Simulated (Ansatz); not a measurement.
Ansatz (a quantum-chemistry and plane-wave program) input:

Ansatz 0.2 input:
```yaml
crystal:
  periodic: [false, false, false]
  atoms:
    - {symbol: Sn, position_ang: [0.19682343, -0.07082195, -0.03252955]}
    - {symbol: O, position_ang: [1.88206653, -0.61269540, -0.44483650]}
    - {symbol: F, position_ang: [-0.88561263, -0.32279111, 1.64025943]}
    - {symbol: F, position_ang: [-1.13417308, 0.96353140, -1.12684486]}
basis:
  gaussian:
    orbitals: def2-TZVP
hamiltonian:
  xc: b3lyp
  dispersion: d3bj
total_charge: 1
magnetization: {spin_polarized: true, initial_magnetization: 1}
relax: {f_tol: 0.002, max_steps: 150}
```

Predict the final energy.

-489.01646 Eh (B3LYP-D3(BJ)/def2-TZVP). The basis has 143 functions.
